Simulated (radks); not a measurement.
Values are calculated unless marked as measured or tabulated.
Ti V, 18 electrons, occupied as [He] 2s2 2p4 3s2 3p6 4f2 (not the ground configuration). Code: a radial shooting solver on a logarithmic mesh with Libxc functionals. Model: Dirac Kohn-Sham, PBE, spin-unpolarised, spherical densities, finite nucleus; open shells are shared between the two j in proportion to 2j + 1; Fermi nuclear charge, rms radius 3.5921 fm.

Spin-orbit splittings of the eigenvalues, e(l+1/2) - e(l-1/2), with zeta = 2 splitting/(2l+1) and mean radii in bohr:

shell  occ.  splitting (eV)  zeta (eV)  <r> j=l-1/2  <r> j=l+1/2
2p        4           6.333      4.222       0.2755       0.2780
3p        6          0.9908     0.6605       0.8992       0.9045
3d        0               ?          ?       0.8921       0.8937
4f        2        0.002163  0.0006180        2.984        2.985

Estimate the 3d splitting.

Answer. 0.1571 eV (zeta = 0.06284 eV).
